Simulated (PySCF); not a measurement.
## Basis-set dependence of population analyses: `CN[BH2-][NH2+]C`

Compound: C2H11BN2.
Geometry (PBE0-D3(BJ)/def2-SVP, Å), atoms numbered from 1 in this order:
```
atom  x, y, z in Å
C1     2.3115   -0.0792   -0.7001
N2     1.1939   -0.8840   -0.2828
B3     0.1887   -0.3537    0.6778
N4    -1.1520    0.0593   -0.2403
C5    -2.2765    0.6297    0.4958
H6     3.0820    0.0931    0.0826
H7     2.8293   -0.5139   -1.5744
H8     1.9681    0.9226   -1.0103
H9     1.4720   -1.8411   -0.1037
H10   -0.2587   -1.1984    1.4544
H11    0.4734    0.7126    1.2331
H12   -1.4126   -0.7948   -0.7359
H13   -0.8170    0.6991   -0.9624
H14   -3.1341    0.8566   -0.1549
H15   -1.9395    1.5478    0.9943
H16   -2.5827   -0.0811    1.2745
```

PBE0 throughout (PySCF), one geometry, spherical d and f functions. The structure is a single PBE0-D3(BJ)/def2-SVP conformer in the gas phase; no vibrational or solvent corrections. Atoms taken as equivalent share a column and are averaged. The first 7 of 10 kinds of atom are listed.

Mulliken charges (e):

| basis | functions | C1 | N2 | B3 | N4 | C5 | H6/H7/H8 | H9 |
| --- | --- | --- | --- | --- | --- | --- | --- | --- |
| STO-3G | 36 | -0.145 | -0.433 | +0.127 | -0.327 | -0.150 | +0.058 | +0.156 |
| 6-31G | 67 | -0.309 | -0.736 | +0.310 | -0.729 | -0.350 | +0.140 | +0.292 |
| pcSseg-0 | 67 | -0.392 | -0.871 | +0.223 | -0.795 | -0.449 | +0.196 | +0.300 |
| 6-31G* | 92 | -0.352 | -0.652 | +0.163 | -0.679 | -0.397 | +0.145 | +0.311 |
| cc-pVDZ | 125 | +0.008 | -0.216 | -0.126 | -0.003 | -0.022 | +0.018 | +0.081 |
| def2-SVP | 125 | +0.056 | -0.313 | -0.092 | -0.105 | +0.014 | +0.013 | +0.117 |
| 6-311+G(2d,p) | 201 | -0.419 | -0.437 | +0.104 | -0.469 | -0.388 | +0.120 | +0.226 |
| aug-cc-pVDZ | 214 | +0.823 | -0.254 | -1.310 | -0.138 | +0.865 | -0.208 | -0.151 |
| def2-TZVP | 221 | -0.249 | -0.426 | -0.222 | -0.216 | -0.291 | +0.104 | +0.205 |
| IGLO-III | 285 | -0.282 | -0.515 | +0.167 | -0.372 | -0.293 | +0.099 | +0.213 |
| cc-pVTZ | 304 | -0.185 | -0.281 | -0.213 | +0.055 | -0.218 | +0.070 | +0.125 |

IAO charges (e):

```tsv
basis	functions	C1	N2	B3	N4	C5	H6/H7/H8	H9
STO-3G	36	-0.310	-0.415	-0.111	-0.257	-0.304	+0.112	+0.183
6-31G	67	-0.312	-0.495	-0.124	-0.310	-0.339	+0.122	+0.241
pcSseg-0	67	-0.297	-0.476	-0.136	-0.304	-0.319	+0.119	+0.233
6-31G*	92	-0.280	-0.503	-0.105	-0.301	-0.313	+0.114	+0.237
cc-pVDZ	125	-0.279	-0.495	-0.127	-0.296	-0.311	+0.113	+0.239
def2-SVP	125	-0.269	-0.491	-0.122	-0.290	-0.301	+0.110	+0.236
6-311+G(2d,p)	201	-0.291	-0.526	-0.122	-0.311	-0.323	+0.120	+0.251
aug-cc-pVDZ	214	-0.290	-0.523	-0.125	-0.307	-0.322	+0.119	+0.251
def2-TZVP	221	-0.290	-0.523	-0.119	-0.311	-0.322	+0.119	+0.250
IGLO-III	285	-0.292	-0.526	-0.120	-0.312	-0.324	+0.120	+0.252
cc-pVTZ	304	-0.291	-0.519	-0.121	-0.311	-0.323	+0.119	+0.249
```

Hirshfeld charges (e):

```json
{"basis": "STO-3G", "functions": "36", "C1": "+0.012", "N2": "-0.271", "B3": "+0.005", "N4": "+0.015", "C5": "+0.039", "H6/H7/H8": "0.000", "H9": "+0.077"}
{"basis": "6-31G", "functions": "67", "C1": "-0.061", "N2": "-0.247", "B3": "-0.016", "N4": "-0.026", "C5": "-0.031", "H6/H7/H8": "+0.021", "H9": "+0.097"}
{"basis": "pcSseg-0", "functions": "67", "C1": "-0.064", "N2": "-0.232", "B3": "-0.023", "N4": "-0.015", "C5": "-0.030", "H6/H7/H8": "+0.022", "H9": "+0.095"}
{"basis": "6-31G*", "functions": "92", "C1": "-0.064", "N2": "-0.243", "B3": "-0.018", "N4": "-0.029", "C5": "-0.031", "H6/H7/H8": "+0.021", "H9": "+0.099"}
{"basis": "cc-pVDZ", "functions": "125", "C1": "-0.073", "N2": "-0.232", "B3": "-0.013", "N4": "-0.037", "C5": "-0.039", "H6/H7/H8": "+0.022", "H9": "+0.099"}
{"basis": "def2-SVP", "functions": "125", "C1": "-0.075", "N2": "-0.236", "B3": "-0.017", "N4": "-0.036", "C5": "-0.041", "H6/H7/H8": "+0.023", "H9": "+0.099"}
{"basis": "6-311+G(2d,p)", "functions": "201", "C1": "-0.081", "N2": "-0.249", "B3": "+0.004", "N4": "-0.068", "C5": "-0.043", "H6/H7/H8": "+0.026", "H9": "+0.097"}
{"basis": "aug-cc-pVDZ", "functions": "214", "C1": "-0.087", "N2": "-0.246", "B3": "+0.002", "N4": "-0.070", "C5": "-0.051", "H6/H7/H8": "+0.028", "H9": "+0.098"}
{"basis": "def2-TZVP", "functions": "221", "C1": "-0.084", "N2": "-0.245", "B3": "-0.001", "N4": "-0.063", "C5": "-0.047", "H6/H7/H8": "+0.026", "H9": "+0.099"}
{"basis": "IGLO-III", "functions": "285", "C1": "-0.088", "N2": "-0.247", "B3": "+0.001", "N4": "-0.070", "C5": "-0.051", "H6/H7/H8": "+0.028", "H9": "+0.098"}
{"basis": "cc-pVTZ", "functions": "304", "C1": "-0.084", "N2": "-0.243", "B3": "-0.002", "N4": "-0.060", "C5": "-0.047", "H6/H7/H8": "+0.026", "H9": "+0.099"}
```

ESP-fitted charges (e):

```json
{"basis": "STO-3G", "functions": "36", "C1": "-0.087", "N2": "-0.648", "B3": "+0.093", "N4": "-0.013", "C5": "-0.323", "H6/H7/H8": "+0.053", "H9": "+0.289"}
{"basis": "6-31G", "functions": "67", "C1": "+0.107", "N2": "-0.980", "B3": "+0.405", "N4": "-0.220", "C5": "-0.215", "H6/H7/H8": "+0.025", "H9": "+0.413"}
{"basis": "pcSseg-0", "functions": "67", "C1": "+0.053", "N2": "-0.937", "B3": "+0.404", "N4": "-0.226", "C5": "-0.279", "H6/H7/H8": "+0.040", "H9": "+0.395"}
{"basis": "6-31G*", "functions": "92", "C1": "+0.002", "N2": "-0.849", "B3": "+0.315", "N4": "-0.161", "C5": "-0.257", "H6/H7/H8": "+0.042", "H9": "+0.381"}
{"basis": "cc-pVDZ", "functions": "125", "C1": "+0.040", "N2": "-0.762", "B3": "+0.275", "N4": "-0.164", "C5": "-0.217", "H6/H7/H8": "+0.026", "H9": "+0.341"}
{"basis": "def2-SVP", "functions": "125", "C1": "+0.077", "N2": "-0.807", "B3": "+0.298", "N4": "-0.164", "C5": "-0.203", "H6/H7/H8": "+0.019", "H9": "+0.352"}
{"basis": "6-311+G(2d,p)", "functions": "201", "C1": "+0.054", "N2": "-0.956", "B3": "+0.463", "N4": "-0.213", "C5": "-0.237", "H6/H7/H8": "+0.034", "H9": "+0.400"}
{"basis": "aug-cc-pVDZ", "functions": "214", "C1": "+0.072", "N2": "-0.948", "B3": "+0.510", "N4": "-0.215", "C5": "-0.219", "H6/H7/H8": "+0.027", "H9": "+0.387"}
{"basis": "def2-TZVP", "functions": "221", "C1": "+0.048", "N2": "-0.915", "B3": "+0.440", "N4": "-0.204", "C5": "-0.241", "H6/H7/H8": "+0.032", "H9": "+0.387"}
{"basis": "IGLO-III", "functions": "285", "C1": "+0.066", "N2": "-0.940", "B3": "+0.481", "N4": "-0.217", "C5": "-0.221", "H6/H7/H8": "+0.029", "H9": "+0.389"}
{"basis": "cc-pVTZ", "functions": "304", "C1": "+0.036", "N2": "-0.866", "B3": "+0.420", "N4": "-0.221", "C5": "-0.238", "H6/H7/H8": "+0.032", "H9": "+0.369"}
```

Some averages cover members that differ in this geometry, most widely: H6/H7/H8, Mulliken in aug-cc-pVDZ -0.263 to -0.159; H6/H7/H8, Mulliken in IGLO-III +0.085 to +0.110 e.

Question: Which scheme is steadiest as the basis changes?

Answer: Largest range over the bases for any column: Hirshfeld 0.10 e, IAO 0.11 e, ESP-fitted 0.42 e, Mulliken 1.62 e. Hirshfeld charges move least and Mulliken charges most, counted in e. Without the minimal STO-3G basis the ranges are Hirshfeld 0.06, IAO 0.05, ESP-fitted 0.23, Mulliken 1.62 e.

Question: How much do the charges still move between the two largest bases, IGLO-III and cc-pVTZ?

Answer: At most, over all atoms: Mulliken 0.427 e, IAO 0.007 e, Hirshfeld 0.009 e, ESP-fitted 0.074 e.

Question: What do the same runs give for the total energy, the frontier levels and the dipole moment?

Answer: 
```
        basis  energy (Eh)  HOMO (eV)  LUMO (eV)  μ (D)
       STO-3G    -214.2576      -2.21       8.30   4.78
        6-31G    -216.8720      -5.07       1.77   4.14
     pcSseg-0    -216.4422      -5.22       1.44   4.21
       6-31G*    -216.9262      -5.18       1.81   4.18
      cc-pVDZ    -216.9452      -5.29       1.17   4.21
     def2-SVP    -216.7812      -5.33       1.15   4.22
6-311+G(2d,p)    -217.0047      -5.62      -0.23   3.99
  aug-cc-pVDZ    -216.9643      -5.61      -0.43   3.97
    def2-TZVP    -217.0190      -5.58       0.53   4.04
     IGLO-III    -217.0286      -5.61       0.15   4.00
      cc-pVTZ    -217.0164      -5.54       0.57   4.05
```

The dipole is fixed by the density alone, so its range of 0.81 D shows that the density itself changes with the basis, not only its division among atoms.
